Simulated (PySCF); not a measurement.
# How methods differ on the ionisation energy of Tc

Tc [Kr] 4d5 5s2 [4d3/2^4 4d5/2^1, M_J = 5/2] → Tc+ [Kr] 4d5 5s1 [4d3/2^4 4d5/2^1 5s1/2^1, M_J = 3], as a difference of total energies. All numbers are calculated (PySCF 2.14, the two-component X2C-1e Hamiltonian, in x2c-SVPall-2c). Correlated levels: [Ar] 3d10 frozen; the 6 highest virtual spinors dropped. "Screened" scales the spin-orbit matrix elements by Boettger's factors to mimic the two-electron term; Breit and QED terms are absent.

| method | ionisation energy (eV) | error (eV) |
| --- | --- | --- |
| GMP2 (spin-free) | 6.640 | -0.479 |
| GHF (screened spin-orbit) | 5.571 | -1.548 |
| GMP2 (screened spin-orbit) | 6.642 | -0.477 |

Reference: 7.119 eV (measured; NIST Atomic Spectra Database, ionization energies).

Errors of the correlated levels include the incompleteness of this basis and the frozen core.

The labels give the starting determinants; with spin-orbit coupling the two ends relaxed to ⟨J²⟩ = 8.79, ⟨L²⟩ = 0.02, ⟨S²⟩ = 8.78 and ⟨J²⟩ = 12.00, ⟨L²⟩ = 0.02, ⟨S²⟩ = 11.99.

MP2 underrates the near-degeneracy of ns² with np² in the lower species.
